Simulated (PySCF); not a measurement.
**An isoelectronic set: 55 electrons**

r²SCAN in PySCF with def2-SVPD on every atom (core potentials on Rb, Sr, I), for the lowest determinant that a PBE0 search found; no spin–orbit coupling. All have 55 electrons, 9 of them in the valence shells, and the same state, a doublet (σ ↑). For ions De leads to the atom and ion picked by measured ionisation energies and electron affinities.

```json
{"species": "CaSe⁻", "difference of nuclear charges": "14", "Re (Å)": "2.545", "ωe (cm⁻¹)": "318", "k (mdyn/Å)": "1.59", "De (eV)": "3.02", "dissociates to": "Ca + Se⁻"}
{"species": "RbCl⁻", "difference of nuclear charges": "20", "Re (Å)": "3.021", "ωe (cm⁻¹)": "171", "k (mdyn/Å)": "0.424", "De (eV)": "1.24", "dissociates to": "Rb + Cl⁻"}
{"species": "SrS⁻", "difference of nuclear charges": "22", "Re (Å)": "2.570", "ωe (cm⁻¹)": "341", "k (mdyn/Å)": "1.61", "De (eV)": "2.93", "dissociates to": "Sr + S⁻"}
{"species": "HI⁻", "difference of nuclear charges": "52", "Re (Å)": "2.447", "ωe (cm⁻¹)": "527", "k (mdyn/Å)": "0.163", "De (eV)": "0.36", "dissociates to": "H + I⁻"}
{"species": "SrCl", "difference of nuclear charges": "21", "Re (Å)": "2.623", "ωe (cm⁻¹)": "298", "k (mdyn/Å)": "1.31", "De (eV)": "4.65", "dissociates to": "Sr + Cl"}
```

Weak bonds: HI⁻. Basis-set superposition, not corrected here, can be much of De in a small basis, most of all at correlated wavefunction levels. Spin–orbit coupling is left out, which matters for elements this heavy, above all for dissociation energies. For an ion De counts to the pair picked by the measured ionisation energies or electron affinities, which need not be the lowest pair at this level. Counting both spins, an empty level lies below a filled one in some of these solutions, because spin and occupation are held. The highest Kohn–Sham level is positive in some of these anions. Much of that is self-interaction error, but it also means that the finite basis helps to hold the extra electron. States were picked by a PBE0 search and need not be the measured ground states.
